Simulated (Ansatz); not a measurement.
A run for Ansatz (a quantum-chemistry and plane-wave program): R-CCSD(T)/cc-pVDZ on C3H4 (SMILES C1=CC1).

Ansatz 0.2 input:
```yaml
crystal:
  periodic: [false, false, false]
  atoms:
    - {symbol: C, position_ang: [-0.47697229, 0.65745283, 0.06192413]}
    - {symbol: C, position_ang: [-0.52153839, -0.62454203, -0.03906843]}
    - {symbol: C, position_ang: [0.86021483, -0.02835258, -0.01969013]}
    - {symbol: H, position_ang: [-0.98617165, 1.60024954, 0.14718129]}
    - {symbol: H, position_ang: [-1.09504626, -1.53165283, -0.09954266]}
    - {symbol: H, position_ang: [1.47391189, -0.12018291, 0.87518680]}
    - {symbol: H, position_ang: [1.43708108, 0.02423691, -0.94181881]}
basis:
  gaussian:
    orbitals: cc-pVDZ
magnetization: {spin_polarized: false}
correlation: {method: ccsd_t, electrons: outside_noble_gas}
accuracy: high
relax: {f_tol: 0.0005, max_steps: 60}
scf: {lower_state_search: off}
output: {forces: true}
```

It printed:

```
WARN ansatz: RAYON_NUM_THREADS=6 ignored (pool sized by the plan → 6); use --threads N
Functional definition: HF
these checks for a lower state are left out or cut short: starts, cluster_reference, orbital_swaps, neighbouring_geometries, increment
integrals: 0.07 GiB planned
1490 factors; integrals over basis functions are off by at most 1.6e-9 eV
mean field: 0.13 GiB planned
mean field evaluation 1: about -3150.4070 eV, gradient 2.3e1 eV
mean field evaluation 2: about -3150.4073 eV, gradient 2.3e1 eV
mean field evaluation 4: about -3151.9585 eV, gradient 2.4e0 eV
mean field evaluation 8: about -3151.9763 eV, gradient 2.3e-3 eV
mean field -3151.97634250 eV, -115.8329941007 hartree, gradient 9.3e-9 eV, S^2 0.000000; 0 other end points of the search recorded, 0 dependent functions left out
3 core orbitals not correlated
reference -3151.97634250 eV, -115.8329941007 hartree; 8, 8 occupied and 51, 51 virtual orbitals, 1490 factors
densities: 0.36 GiB planned
second order -10.88011307 eV of doubles, -0.00000000 eV of singles
coupled cluster: 0.27 GiB planned
cycle   1  -11.30742365 eV  change   -4.3e-1 eV  update   7.0e-2
cycle   2  -11.63785451 eV  change   -3.3e-1 eV  update   2.3e-2
cycle   3  -11.68696138 eV  change   -4.9e-2 eV  update   8.8e-3
cycle   4  -11.69006684 eV  change   -3.1e-3 eV  update   2.7e-3
cycle   5  -11.69107609 eV  change   -1.0e-3 eV  update   6.9e-4
cycle   6  -11.69105370 eV  change    2.2e-5 eV  update   1.9e-4
cycle   7  -11.69102538 eV  change    2.8e-5 eV  update   4.1e-5
cycle   8  -11.69102703 eV  change   -1.6e-6 eV  update   1.2e-5
cycle   9  -11.69102331 eV  change    3.7e-6 eV  update   2.9e-6
cycle  10  -11.69102272 eV  change    5.9e-7 eV  update   7.2e-7
cycle  11  -11.69102327 eV  change   -5.5e-7 eV  update   2.1e-7
cycle  12  -11.69102314 eV  change    1.3e-7 eV  update   6.9e-8
cycle  13  -11.69102323 eV  change   -8.8e-8 eV  update   3.4e-8
cycle  14  -11.69102324 eV  change   -1.0e-8 eV  update   1.9e-8
cycle  15  -11.69102298 eV  change    2.6e-7 eV  update   1.2e-7
cycle  16  -11.69102295 eV  change    2.8e-8 eV  update   3.4e-8
cycle  17  -11.69102295 eV  change   -3.0e-9 eV  update   8.4e-9
cycle  18  -11.69102296 eV  change   -5.4e-9 eV  update   2.3e-9
cycle  19  -11.69102296 eV  change   -1.6e-9 eV  update  6.9e-10
perturbative correction -0.43418733 eV, -0.0159560899 hartree
the calculation of the forces begins
relax step   1: F+E_penalty+E_count = -3164.10155279 eV  Δ(F+E_penalty+E_count) = +0.000e0 eV  max|allowed force component| = 1.950e0 eV/Å  Δτ_max = 0.0000 Å  (49 SCF iters, accepted)
these checks for a lower state are left out or cut short: starts, cluster_reference, orbital_swaps, neighbouring_geometries, increment
integrals: 0.07 GiB planned
1490 factors; integrals over basis functions are off by at most 1.6e-9 eV
mean field: 0.13 GiB planned
mean field evaluation 16: about -3151.9178 eV, gradient 1.7e0 eV
mean field -3151.92727664 eV, -115.8311909636 hartree, gradient 8.6e-9 eV, S^2 0.000000; 0 other end points of the search recorded, 0 dependent functions left out; unrestricted orbitals would lower it
3 core orbitals not correlated
reference -3151.92727664 eV, -115.8311909636 hartree; 8, 8 occupied and 51, 51 virtual orbitals, 1490 factors
densities: 0.36 GiB planned
second order -10.97527785 eV of doubles, -0.00000000 eV of singles
coupled cluster: 0.27 GiB planned
cycle   1  -11.38437752 eV  change   -4.1e-1 eV  update   7.2e-2
cycle   2  -11.72468635 eV  change   -3.4e-1 eV  update   2.4e-2
cycle   3  -11.77993362 eV  change   -5.5e-2 eV  update   9.5e-3
cycle   4  -11.78355355 eV  change   -3.6e-3 eV  update   2.9e-3
cycle   5  -11.78472519 eV  change   -1.2e-3 eV  update   7.7e-4
cycle   6  -11.78469946 eV  change    2.6e-5 eV  update   2.1e-4
cycle   7  -11.78466448 eV  change    3.5e-5 eV  update   4.5e-5
cycle   8  -11.78466643 eV  change   -2.0e-6 eV  update   1.3e-5
cycle   9  -11.78466266 eV  change    3.8e-6 eV  update   3.3e-6
cycle  10  -11.78466156 eV  change    1.1e-6 eV  update   8.1e-7
cycle  11  -11.78466232 eV  change   -7.6e-7 eV  update   2.4e-7
cycle  12  -11.78466237 eV  change   -4.9e-8 eV  update   7.6e-8
cycle  13  -11.78466238 eV  change   -8.1e-9 eV  update   3.4e-8
cycle  14  -11.78466241 eV  change   -3.4e-8 eV  update   2.4e-8
cycle  15  -11.78466284 eV  change   -4.3e-7 eV  update   1.3e-7
cycle  16  -11.78466285 eV  change   -6.6e-9 eV  update   3.7e-8
cycle  17  -11.78466289 eV  change   -4.5e-8 eV  update   1.1e-8
cycle  18  -11.78466290 eV  change   -5.6e-9 eV  update   3.0e-9
cycle  19  -11.78
[...]
 0 other end points of the search recorded, 0 dependent functions left out; unrestricted orbitals would lower it
3 core orbitals not correlated
reference -3151.89225890 eV, -115.8299040854 hartree; 8, 8 occupied and 51, 51 virtual orbitals, 1490 factors
densities: 0.36 GiB planned
second order -11.00881642 eV of doubles, -0.00000000 eV of singles
coupled cluster: 0.27 GiB planned
cycle   1  -11.41194710 eV  change   -4.0e-1 eV  update   7.3e-2
cycle   2  -11.75595663 eV  change   -3.4e-1 eV  update   2.5e-2
cycle   3  -11.81335052 eV  change   -5.7e-2 eV  update   9.7e-3
cycle   4  -11.81718481 eV  change   -3.8e-3 eV  update   3.0e-3
cycle   5  -11.81842078 eV  change   -1.2e-3 eV  update   8.0e-4
cycle   6  -11.81839587 eV  change    2.5e-5 eV  update   2.2e-4
cycle   7  -11.81835892 eV  change    3.7e-5 eV  update   4.7e-5
cycle   8  -11.81836066 eV  change   -1.7e-6 eV  update   1.4e-5
cycle   9  -11.81835624 eV  change    4.4e-6 eV  update   3.4e-6
cycle  10  -11.81835562 eV  change    6.2e-7 eV  update   8.4e-7
cycle  11  -11.81835640 eV  change   -7.8e-7 eV  update   2.5e-7
cycle  12  -11.81835634 eV  change    5.2e-8 eV  update   8.0e-8
cycle  13  -11.81835641 eV  change   -6.1e-8 eV  update   3.3e-8
cycle  14  -11.81835641 eV  change   -8.0e-9 eV  update   2.1e-8
cycle  15  -11.81835573 eV  change    6.8e-7 eV  update   1.1e-7
cycle  16  -11.81835573 eV  change    6.2e-9 eV  update   2.9e-8
cycle  17  -11.81835570 eV  change    3.0e-8 eV  update   7.3e-9
cycle  18  -11.81835570 eV  change   -1.8e-9 eV  update   2.2e-9
cycle  19  -11.81835570 eV  change  -3.3e-10 eV  update  5.8e-10
perturbative correction -0.45605829 eV, -0.0167598332 hartree
the calculation of the forces begins
relax step   5: F+E_penalty+E_count = -3164.16667290 eV  Δ(F+E_penalty+E_count) = -1.018e-5 eV  max|allowed force component| = 9.856e-3 eV/Å  Δτ_max = 0.0009 Å  (29 SCF iters, accepted)
these checks for a lower state are left out or cut short: starts, cluster_reference, orbital_swaps, neighbouring_geometries, increment
integrals: 0.07 GiB planned
1490 factors; integrals over basis functions are off by at most 1.7e-9 eV
mean field: 0.13 GiB planned
mean field -3151.89234380 eV, -115.8299072053 hartree, gradient 6.4e-9 eV, S^2 0.000000; 0 other end points of the search recorded, 0 dependent functions left out; unrestricted orbitals would lower it
3 core orbitals not correlated
reference -3151.89234380 eV, -115.8299072053 hartree; 8, 8 occupied and 51, 51 virtual orbitals, 1490 factors
densities: 0.36 GiB planned
second order -11.00870482 eV of doubles, -0.00000000 eV of singles
coupled cluster: 0.27 GiB planned
cycle   1  -11.41189356 eV  change   -4.0e-1 eV  update   7.3e-2
cycle   2  -11.75589836 eV  change   -3.4e-1 eV  update   2.5e-2
cycle   3  -11.81327856 eV  change   -5.7e-2 eV  update   9.7e-3
cycle   4  -11.81711122 eV  change   -3.8e-3 eV  update   3.0e-3
cycle   5  -11.81834795 eV  change   -1.2e-3 eV  update   8.0e-4
cycle   6  -11.81832269 eV  change    2.5e-5 eV  update   2.2e-4
cycle   7  -11.81828522 eV  change    3.7e-5 eV  update   4.7e-5
cycle   8  -11.81828795 eV  change   -2.7e-6 eV  update   1.4e-5
cycle   9  -11.81828344 eV  change    4.5e-6 eV  update   3.4e-6
cycle  10  -11.81828251 eV  change    9.3e-7 eV  update   8.4e-7
cycle  11  -11.81828324 eV  change   -7.3e-7 eV  update   2.5e-7
cycle  12  -11.81828322 eV  change    2.4e-8 eV  update   7.9e-8
cycle  13  -11.81828327 eV  change   -5.2e-8 eV  update   3.5e-8
cycle  14  -11.81828327 eV  change   -1.4e-9 eV  update   2.2e-8
cycle  15  -11.81828248 eV  change    7.9e-7 eV  update   1.3e-7
cycle  16  -11.81828246 eV  change    1.7e-8 eV  update   3.9e-8
cycle  17  -11.81828240 eV  change    5.9e-8 eV  update   1.1e-8
cycle  18  -11.81828240 eV  change    5.3e-9 eV  update   3.6e-9
cycle  19  -11.81828239 eV  change    3.0e-9 eV  update   1.2e-9
cycle  20  -11.81828239 eV  change    1.4e-9 eV  update  5.2e-10
perturbative correction -0.45604840 eV, -0.0167594698 hartree
the calculation of the forces begins
relax step   6: F+E_penalty+E_count = -3164.16667460 eV  Δ(F+E_penalty+E_count) = -1.701e-6 eV  max|allowed force component| = 1.555e-3 eV/Å  Δτ_max = 0.0003 Å  (30 SCF iters, accepted)
these checks for a lower state are left out or cut short: starts, cluster_reference, orbital_swaps, neighbouring_geometries, increment
integrals: 0.07 GiB planned
1490 factors; integrals over basis functions are off by at most 1.7e-9 eV
mean field: 0.13 GiB planned
mean field evaluation 64: about -3151.8923 eV, gradient 2.6e-3 eV
mean field -3151.89231657 eV, -115.8299062045 hartree, gradient 8.4e-9 eV, S^2 0.000000; 0 other end points of the search recorded, 0 dependent functions left out; unrestricted orbitals would lower it
3 core orbitals not correlated
reference -3151.89231657 eV, -115.8299062045 hartree; 8, 8 occupied and 51, 51 virtual orbitals, 1490 factors
densities: 0.36 GiB planned
second order -11.00874158 eV of doubles, -0.00000000 eV of singles
coupled cluster: 0.27 GiB planned
cycle   1  -11.41191236 eV  change   -4.0e-1 eV  update   7.3e-2
cycle   2  -11.75591797 eV  change   -3.4e-1 eV  update   2.5e-2
cycle   3  -11.81330113 eV  change   -5.7e-2 eV  update   9.7e-3
cycle   4  -11.81713519 eV  change   -3.8e-3 eV  update   3.0e-3
cycle   5  -11.81837093 eV  change   -1.2e-3 eV  update   8.0e-4
cycle   6  -11.81834586 eV  change    2.5e-5 eV  update   2.2e-4
cycle   7  -11.81830915 eV  change    3.7e-5 eV  update   4.7e-5
cycle   8  -11.81831121 eV  change   -2.1e-6 eV  update   1.4e-5
cycle   9  -11.81830696 eV  change    4.3e-6 eV  update   3.4e-6
cycle  10  -11.81830611 eV  change    8.5e-7 eV  update   8.4e-7
cycle  11  -11.81830676 eV  change   -6.5e-7 eV  update   2.5e-7
cycle  12  -11.81830675 eV  change    7.1e-9 eV  update   7.9e-8
cycle  13  -11.81830675 eV  change   -3.0e-9 eV  update   3.8e-8
cycle  14  -11.81830676 eV  change   -5.5e-9 eV  update   2.1e-8
cycle  15  -11.81830595 eV  change    8.1e-7 eV  update   1.2e-7
cycle  16  -11.81830593 eV  change    1.5e-8 eV  update   3.1e-8
cycle  17  -11.81830588 eV  change    4.8e-8 eV  update   8.9e-9
cycle  18  -11.81830588 eV  change    3.5e-9 eV  update   2.8e-9
cycle  19  -11.81830588 eV  change    1.9e-9 eV  update  8.5e-10
cycle  20  -11.81830588 eV  change   7.2e-10 eV  update  3.5e-10
perturbative correction -0.45605222 eV, -0.0167596099 hartree
the calculation of the forces begins
relax step   7: F+E_penalty+E_count = -3164.16667466 eV  Δ(F+E_penalty+E_count) = -6.529e-8 eV  max|allowed force component| = 2.426e-4 eV/Å  Δτ_max = 0.0001 Å  (29 SCF iters, accepted)
Total energy: -3164.16667466 eV, -116.2809805446 hartree
Atom 0 at    -0.482680     0.674067     0.063360 Å, force    -0.000165    -0.000080    -0.000003 eV/Å
Atom 1 at    -0.528387    -0.640742    -0.040217 Å, force    -0.000160     0.000090     0.000010 eV/Å
Atom 2 at     0.870290    -0.028685    -0.019921 Å, force     0.000243    -0.000008    -0.000006 eV/Å
Atom 3 at    -0.999945     1.630793     0.149888 Å, force     0.000071    -0.000047    -0.000005 eV/Å
Atom 4 at    -1.110909    -1.561220    -0.101571 Å, force     0.000074     0.000043     0.000002 eV/Å
Atom 5 at     1.490247    -0.121796     0.888460 Å, force    -0.000032     0.000001    -0.000005 eV/Å
Atom 6 at     1.452864     0.024792    -0.955828 Å, force    -0.000031     0.000001     0.000006 eV/Å
Dipole moment:    -0.097487     0.003213     0.002231 e Å
Checks for a lower state left out: starts, cluster_reference, orbital_swaps, neighbouring_geometries, increment
```

The calculation finished and met its thresholds.

Cost: roughly 2.5 core-minutes.
